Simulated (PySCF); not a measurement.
Can point charges reproduce the dipole moment of `CS[C@H]1CC[C@@H](CO)CC1`?

Coordinates (PBE0-D3(BJ)/def2-SVP, Å) and charges (e) from the PBE0/pcSseg-1 density (PySCF):

```tsv
atom	x	y	z	Mulliken	IAO	Hirshfeld	ESP-fitted
C1	4.331	-0.244	0.859	-0.3872	-0.5004	-0.1213	-0.4729
S2	2.913	-1.117	0.168	-0.0224	+0.0567	+0.0005	-0.1627
C3	2.087	0.245	-0.738	-0.4039	-0.1781	-0.0253	-0.1083
C4	0.992	-0.369	-1.611	-0.1404	-0.2516	-0.0712	-0.1909
C5	-0.186	-0.888	-0.792	-0.1805	-0.2559	-0.0699	-0.0299
C6	-0.760	0.190	0.125	-0.4232	-0.1152	-0.0337	-0.0944
C7	-1.924	-0.342	0.951	+0.1738	-0.0395	+0.0020	+0.0942
O8	-2.498	0.620	1.796	-0.4489	-0.5446	-0.2232	-0.5991
C9	0.333	0.789	1.006	-0.1389	-0.2582	-0.0784	+0.1051
C10	1.501	1.314	0.183	-0.1439	-0.2528	-0.0741	-0.1411
H11	4.937	0.225	0.069	+0.1413	+0.1448	+0.0416	+0.1499
H12	4.946	-0.997	1.372	+0.1553	+0.1655	+0.0506	+0.2071
H13	4.034	0.517	1.596	+0.1483	+0.1440	+0.0412	+0.1639
H14	2.857	0.693	-1.388	+0.1459	+0.1344	+0.0355	+0.1411
H15	0.636	0.415	-2.302	+0.1208	+0.1289	+0.0376	+0.0864
H16	1.417	-1.172	-2.233	+0.1335	+0.1410	+0.0360	+0.0814
H17	0.140	-1.745	-0.177	+0.1325	+0.1303	+0.0294	+0.0311
H18	-0.969	-1.269	-1.469	+0.1192	+0.1291	+0.0377	+0.0449
H19	-1.157	1.000	-0.524	+0.0979	+0.1027	+0.0240	+0.0538
H20	-1.562	-1.152	1.606	+0.1112	+0.1396	+0.0423	+0.0917
H21	-2.678	-0.794	0.274	+0.0995	+0.1087	+0.0296	+0.0167
H22	-2.833	1.334	1.243	+0.2214	+0.3444	+0.1622	+0.3942
H23	-0.094	1.585	1.635	+0.1225	+0.1388	+0.0328	-0.0080
H24	0.702	0.007	1.692	+0.1244	+0.1326	+0.0248	+0.0271
H25	1.161	2.152	-0.454	+0.1160	+0.1260	+0.0349	+0.0501
H26	2.281	1.731	0.839	+0.1258	+0.1288	+0.0353	+0.0685
```

Problem. Compute μ = Σ q r for each scheme (1 e·Å = 4.803 D) and compare with the dipole of the full density.

Solution. The full density gives (0.45, 1.71, -1.69) D, 2.45 D in size; dipole vectors point from the negative to the positive end.

```
    scheme    μx     μy     μz  size (D)  share of the full size (%)  angle to the full dipole (°)
  Mulliken  0.59  -0.34  -0.74      1.00                          41                            67
       IAO  0.35   0.07  -2.07      2.10                          86                            42
 Hirshfeld  0.37   0.20  -0.84      0.94                          38                            33
ESP-fitted  0.51   1.72  -1.69      2.46                         101                             1
```

Problem. Which set comes closest?

Solution. Length of the difference vector: ESP-fitted 0.06 D, IAO 1.68 D, Hirshfeld 1.73 D, Mulliken 2.26 D. Closest: ESP-fitted. ESP charges are fitted to the potential around the molecule, whose slowest-falling term is the dipole's. The schemes that divide the density aren't constrained to reproduce the dipole.

Problem. What is left for the Hirshfeld atoms' own dipoles?

Solution. The shares of the density sum to the whole, so what Σ q r misses lies in dipoles about the nuclei. The atomic dipoles sum to (0.45, 1.71, -1.69) − (0.37, 0.20, -0.84) = (0.08, 1.51, -0.85) D, 1.73 D in size.

Problem. With the origin at the mean of the coordinates, (0.793, 0.105, 0.143) Å, which are the largest single terms, by size, of the Mulliken dipole along the direction of the full one?

Solution. O8 +2.99, C3 -1.83, H14 +1.30, H20 -1.24, C7 -1.14 D; all 26 atoms together +0.38 D. The single terms depend on the origin, their sum doesn't.

Problem. Give the size of the full dipole in other units.

Solution. 2.45 D = 0.963 au = 0.510 e·Å = 8.16 × 10⁻³⁰ C·m.

Isolated species at its PBE0-D3(BJ)/def2-SVP geometry (one conformer only).
